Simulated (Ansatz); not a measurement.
Reaction (redistribution): `FB(F)S` + `COB(OC)OC` → `COB(F)S` + `COB(F)OC`

Program: Ansatz. Geometries: PBE0-D4/def2-TZVP. ΔE: electronic, gas phase. CBS: MP2 limit from def2 TZ/QZ plus the TZ coupled-cluster correction, frozen cores. This one scheme is used for every species. One conformer a species, not always the lowest.

| species | CCSD(T)/CBS(def2) energy (Eh) |
| --- | --- |
| `FB(F)S` | -622.90532 |
| `COB(OC)OC` | -370.01339 |
| `COB(F)S` | -638.12533 |
| `COB(F)OC` | -354.79573 |

Problem. Work out ΔE.

Solution. ΔE = (-638.12533) + (-354.79573) − (-622.90532) − (-370.01339) = -0.00235 Eh = -0.06 eV.

Largest T1 diagnostic among the species: 0.013.

In def2-TZVPP, CCSD(T) changes the Hartree–Fock value by +0.05 eV (the triples alone add +0.01 eV) and MP2 by +0.05 eV.
